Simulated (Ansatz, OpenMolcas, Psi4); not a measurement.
**How basis sets differ on GeSiH5Cl (SMILES Cl[SiH2][GeH3])**

The species is GeSiH5Cl (8 atoms), meant as a singlet with charge 0. SMILES: `Cl[SiH2][GeH3]`. The coordinates come from a PBE0-D4/def2-TZVP relaxation.

Each level gives the HOMO–LUMO gap (eV). The values are calculated.

```
                        level          kind     program  value (eV)  CPU time
            HF/ANO-R0 (sfX2C)  Hartree–Fock  OpenMolcas       13.27     7.5 s
         HF/ANO-RCC-MB (DKH2)  Hartree–Fock  OpenMolcas       15.04       5 s
                  HF/ANO-S-MB  Hartree–Fock  OpenMolcas       14.43       4 s
                    HF/STO-3G  Hartree–Fock      Ansatz       17.91    0.53 s
                     HF/3-21G  Hartree–Fock      Ansatz       13.58       1 s
                   HF/cc-pVDZ  Hartree–Fock  OpenMolcas       13.88      13 s
HF/def2-SVP (density fitting)  Hartree–Fock        Psi4       14.04     4.3 s
```

All-electron rows without a relativistic Hamiltonian named are non-relativistic. The values span 13.27 to 17.91 eV. A Hartree–Fock LUMO above zero doesn't converge with the basis: it sinks as sets grow more diffuse. Orbital gaps aren't excitation energies. Times are those of the runs behind each value, whatever else they computed, on shared processors of several kinds: orders of magnitude only.
